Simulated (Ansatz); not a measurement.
`N[CH2][GeH3]` → `[CH2]` (triplet) + `[NH2][GeH3]` at 600 K and 1 bar (formal loss of a carbene).

Computed with Ansatz on PBE0-D4/def2-TZVP structures; ΔE is electronic, products minus reactants. CCSD(T)/CBS adds triple-zeta CCSD(T) − MP2 to the extrapolated MP2 energy (def2 sets, frozen cores). This one scheme is used for every species. Triplets are unrestricted, without spin–orbit coupling. For Ge outer-core shells are correlated without core-valence functions, which leaves a few kJ/mol of doubt a bond. Scalar relativity is left out up to krypton. One conformer a species, not always the lowest.

```
          species  CCSD(T)/CBS energy (Eh)  H − E (kJ/mol)  S (J/(mol·K))
   `N[CH2][GeH3]`              -2173.05667           255.3          385.9
`[CH2]` (triplet)                -39.09499            66.5          220.8
    `[NH2][GeH3]`              -2133.81884           167.5          333.3
```

H − E and S are ideal-gas, rigid-rotor, harmonic terms from PBE0-D4/def2-TZVP, for one conformer and one mirror image of each species, with the whole ground term of open shells counted as degenerate. 1 Eh = 2625.50 kJ/mol, R = 8.31446 J/(mol·K).

**Question.** By hand: ΔE, ΔH, ΔS and ΔG.

**Answer.** ΔE = (-39.09499) + (-2133.81884) − (-2173.05667) = 0.14284 Eh = 375.0 kJ/mol. Δ(H − E) = 66.5 + 167.5 − 255.3 = -21.3, so ΔH = 353.7 kJ/mol. ΔS = 220.8 + 333.3 − 385.9 = 168.2 J/(mol·K). ΔG = 353.7 − 600 × (168.2)/1000 = 252.8 kJ/mol.

**Question.** By hand: the equilibrium constant, and the temperature at which ΔG would vanish if ΔH and ΔS stayed fixed.

**Answer.** log₁₀ K = −ΔG/(RT ln 10) = -22.0. ΔG = 0 at ΔH/ΔS = 2103 K.

The number of gas molecules changes by +1, which sets the sign of ΔS. A doubt of 5 kJ/mol in ΔE shifts log₁₀ K by 0.4 here. Other conformers and mirror images would add mixing entropy, several J/(mol·K) or more a flexible species. A triplet takes part, so the spin changes. These are equilibria of isolated gas molecules and say nothing of rates. Largest T1 diagnostic: 0.011 (customary marks: 0.02 for closed shells, 0.045 for open ones).
